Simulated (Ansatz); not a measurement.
Basis-set series for CH6FSi2 (`F[SiH2]C[SiH2]`) radical. Total charge 0; spin multiplicity 2. The geometry is a stationary point of PBE0-D4/def2-TZVP. It is one conformer, not always the lowest.

```csv
functional,basis,functions,energy (Eh),HOMO (eV),LUMO (eV)
PBE0-D4,def2-SVP,94,-719.87500,-6.12,-2.22
PBE0-D4,def2-QZVPP,434,-720.28289,-6.15,-2.31
ωB97M-V,def2-SVP,94,-720.15217,-7.84,-0.56
ωB97M-V,def2-QZVPP,434,-720.56498,-7.91,-0.76
```

Problem. Give the rows for def2-TZVPP. (Estimate.)

Solution. Ansatz gave: 
```tsv
functional	basis	functions	energy (Eh)	HOMO (eV)	LUMO (eV)
PBE0-D4	def2-TZVPP	230	-720.25494	-6.14	-2.28
ωB97M-V	def2-TZVPP	230	-720.53886	-7.89	-0.70
```

HOMO and LUMO are taken over both spins.
